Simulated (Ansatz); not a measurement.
Ideal-gas functions of ClF3SW (`[F][W]([F])([F])(=[S])[Cl]`) at 800 K and 1 bar, from an Ansatz frequency run at PBE0-D4/def2-TZVP.

Molar mass 308.35 g/mol, point group Cs (symmetry number 1), electronic degeneracy 1, moments of inertia 274.767, 358.667, 389.049 u Å². Harmonic wavenumbers (cm⁻¹, unscaled): 105, 177, 191, 215, 231, 239, 324, 397, 597, 648, 692, 712.

Use S(trans) = R[1.5 ln M + 2.5 ln T − 1.1517]; rotational temperatures θ = 24.2544 K / I; S(rot) = R[ln(√π/σ · √(T³/θAθBθC)) + 1.5]; for each mode x = 1.438777 ν̃/T, S = R[x/(eˣ − 1) − ln(1 − e⁻ˣ)] and H = RT x/(eˣ − 1); 1 cm⁻¹ = 0.0119627 kJ/mol; R = 8.31446 J/(mol·K).

Problem. By hand: the entropy, in J/(mol·K).

Solution. Translation 200.8. Rotation: θ = 0.0883, 0.0676, 0.0623 K, giving 133.4. Vibration, mode by mode: 22.19, 17.87, 17.24, 16.27, 15.68, 15.40, 12.92, 11.29, 8.11, 7.50, 7.01, 6.80, in all 158.3. Electronic 0.0. Sum 492.5 J/(mol·K).

Problem. By hand: H − E and G − E in kJ/mol, counted from the electronic energy.

Solution. Zero-point energy ½ × 4528 × 0.0119627 = 27.1; thermal vibration 56.7; translation, rotation and pV give 4 RT = 26.6. H − E = 110.4 kJ/mol, and G − E = 110.4 − 800 × 492.5/1000 = -283.6 kJ/mol.

Vibration gives 32 % of the entropy, 22.2 J/(mol·K) of it from the mode under 150 cm⁻¹: soft modes count most, and the harmonic formula is weakest for them.
